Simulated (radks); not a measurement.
Values are calculated unless marked as measured or tabulated.
Problem. These are the eigenvalues of the occupied orbitals of an atom or ion with whole-number occupations (Ry). Level of theory: scalar-relativistic Kohn-Sham, BLYP, spin-polarised, spherical densities, finite nucleus; Fermi nuclear charge, rms radius of each element as measured or else 0.836 A^(1/3) + 0.57 fm (a radial shooting solver on a logarithmic mesh with Libxc functionals).

| orbital | eigenvalue |
|---|---|
| 1s up | -2846.241 |
| 1s down | -2844.216 |
| 2s up | -667.7454 |
| 2s down | -664.1973 |
| 2p up | -635.7402 |

Which element is it, and in what charge state? The configuration may be excited. Open shells, if any, are filled with parallel spins first.

Solution. Z = 54, xenon, charge +48: Xe48+ in [He] 2s2 2p2. The list shows which subshells hold electrons but not how many an open one holds; the 1s level, -1423.1 hartree, gives Z - s = 53.4 by -(Z - s)^2/2, which with screening and relativity narrows Z to a few neighbours, and the depths of the outer levels then fix element, charge and occupations together.
